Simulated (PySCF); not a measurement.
WO2F, SMILES [O]=[W](=[O])[F] (connectivity only; charge and spin as stated), neutral, multiplicity 2.

Geometry optimised at r2SCAN-D4/def2-TZVP. The multiplicity is an assumed one; other spin states were not compared. The isomer is the one that the SMILES or the coordinates give; other isomers of the formula were not compared. The def2 effective core potentials stand for the cores of W; spin–orbit coupling is left out.

All values below come from PySCF with r2SCAN-D4/def2-TZVP.

Frequencies are harmonic and unscaled.

Task: Estimate the vibrational spectrum. (An estimate is asked for; the answer gives what the named calculation found.)

Result: 
```csv
mode,ν (cm⁻¹),IR (km/mol),moving atoms (share of kinetic energy)
1,133,15.6,"O 55 %, F 26 %, W 20 %"
2,208,5.7,"F 49 %, O 42 %, W 9 %"
3,333,1.5,O 91 %
4,688,104.9,"F 88 %, W 11 %"
5,994,185.9,"O 89 %, W 11 %"
6,1040,51.7,O 94 %
```
